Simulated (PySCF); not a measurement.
Peak assignment

Bonds (- single, = double, # triple, : aromatic): C1=C2, C2-C3, C3-O4, O4-C5, C5=O6, C5-O7, O7-C8, C8-C9, C9=C10. C1 carries H11, H12; C2 carries H13; C3 carries H14, H15; C8 carries H16, H17; C9 carries H18; C10 carries H19, H20. H12 is cis to C3; H20 is cis to C8; H11 is trans to C3; H19 is trans to C8.

[PySCF 2.14.0 with density-fitted response routines: PBE0-D3(BJ)/def2-SVP geometry; NMR shieldings at WP04/pcSseg-1/GIAO; fast rotation and ring inversion assumed for equivalent nuclei; isolated molecule; relativity neglected; one conformer]

Shifts are taken against calculated references (same method and geometry level): TMS for ¹³C (σref 172.44) and ¹H (σref 31.56).

Question: Assign these signals to the numbered atoms. ¹³C{¹H} NMR (computed): δ 161.6 (C), 139.3 (CH), 127.8 (CH2), 71.6 (CH2).

Answer: 
| δ (ppm) | atoms | environment | reason |
| --- | --- | --- | --- |
| 161.6 | C5 | carbonate carbon | lone-pair donation from the attached heteroatom keeps it upfield of a ketone carbonyl |
| 139.3 | C2/C9 | alkene CH | an sp2 carbon of a C=C bond |
| 127.8 | C1/C10 | terminal =CH2 carbon | as expected for a trigonal carbon in a double bond |
| 71.6 | C3/C8 | allylic sp3 CH2 bonded to O | pulled downfield by the heteroatom |

Question: Assign these signals to the numbered atoms. ¹H NMR (500 MHz, computed): δ 5.78 (m, 2H), 5.40 (m, 2H), 5.29 (m, 2H), 4.32 (d, 4H).

Answer: 
```tsv
δ (ppm)	atoms	environment	reason
5.78	H13/H18	hydrogen on an alkene CH	a vinylic proton, deshielded by the sp2 carbon and the C=C anisotropy
5.40	H12/H20	hydrogen on a terminal =CH2 carbon	a vinylic proton, deshielded by the sp2 carbon and the C=C anisotropy
5.29	H11/H19	hydrogen on a terminal =CH2 carbon	–
4.32	H14/H15/H16/H17	hydrogen on an allylic sp3 CH2 bonded to O	its carbon carries O, hence the downfield position
```

H12/H20 and H11/H19 lie closer than the usual error of such a calculation, so a measured spectrum could show them in the other order.

Shifts are as computed. Against solution values, carbons near 30 ppm lie about +3 ppm off and those near 130 ppm about +5 ppm. Of 1211 compounds with measured shifts, 218 miss one by over three times the rms of a fit or turn the order of signals round; such compounds aren't used in these exercises. No couplings were computed; multiplicities are counted from neighbouring protons, with m where these are inequivalent, close in shift, in a saturated or five-membered ring or joined by F or P, and br s for small geminal =CH2 splittings.
